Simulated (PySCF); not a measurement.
Species: C6H8AlF3.
Atom-mapped SMILES: `[F:1][C:2]([F:3])=[C:4]([F:5])[C@H:6]1[CH2:7][CH2:8][CH2:9][AlH:10]1` (hydrogens: H11 on C6; H12, H13 on C7; H14, H15 on C8; H16, H17 on C9; H18 on Al10)

Computed with TDDFT B3LYP/def2-SVPD, vertical, gas phase, core orbitals frozen in the response in PySCF. One conformer (not necessarily the lowest) at the PBE0-D3(BJ)/def2-SVP geometry, without solvent, vibrations or thermal averaging.

Kohn–Sham orbitals with the atoms that hold most of them (Löwdin shares over 4%, at most four atoms; ? is withheld):

```csv
orbital,ε (eV),atoms
HOMO-3,-9.06,"C8 22%, C7 17%, H15 14%, C9 12%"
HOMO-2,-7.82,"C6 22%, Al10 18%, H18 15%, C7 8%"
HOMO-1,-7.40,?
HOMO,-6.95,?
LUMO,?,"Al10 42%, H18 11%, F1 10%, C9 8%"
LUMO+1,-0.04,"Al10 28%, C2 16%, C4 10%, F1 6%"
LUMO+2,0.18,"C4 24%, C2 23%, Al10 11%, F3 8%"
```

(1) Give the leading atoms of the HOMO.

(2) Which atoms hold the HOMO-1, and with what shares?

(3) What is the LUMO energy, and the HOMO–LUMO gap?

## Answers

(1) C6 (bonded to Al, 2 C and H) 17%; C9 (bonded to Al, C and 2 H) 16%; C2 (bonded to C and 2 F) 13%; C4 (bonded to 2 C and F) 11%.

(2) C9 (bonded to Al, C and 2 H) 22%; C2 (bonded to C and 2 F) 13%; C4 (bonded to 2 C and F) 13%; Al10 (bonded to 2 C and H) 11%. By element: carbon 48% or more, aluminium 11%.

(3) ε(LUMO) = -0.76 eV; the gap is 6.19 eV (0.2274 hartree).

The HOMO–LUMO gap is 6.19 eV. Where does the response calculation put the lowest singlet, and from which orbitals?

S1 is at 5.18 eV (f = 0.0059), 1.00 eV below the gap, made of HOMO→LUMO (95%). Without the coupling terms of the response equations the lowest excitation would equal the gap.

One configuration dominates each of S1, S2, S3 and S7. Which, and how do the shares of the two leading atoms of either orbital change from the occupied to the empty one?

- S1 (5.18 eV, f 0.0059), HOMO→LUMO (95%): C6 17% → at most 9%, C9 16% → 8%, Al10 at most 12% → 42%, H18 at most 12% → 11%
- S2 (5.66 eV, f 0.0009), HOMO-1→LUMO (91%): C9 22% → 8%, C2 13% → at most 9%, Al10 11% → 42%, H18 at most 11% → 11%
- S3 (6.01 eV, f 0.013), HOMO-2→LUMO (72%): C6 22% → at most 9%, Al10 18% → 42%, H18 15% → 11%
- S7 (6.65 eV, f 0.019), HOMO-1→LUMO+1 (72%): C9 22% → at most 7%, C2 13% → 16%, Al10 11% → 28%

Löwdin shares depend on the basis, the more so with diffuse functions.

Time: 16 min; peak memory 1.2 GiB. Hardware: one thread, Arm Neoverse N1 (aarch64) (shared host).
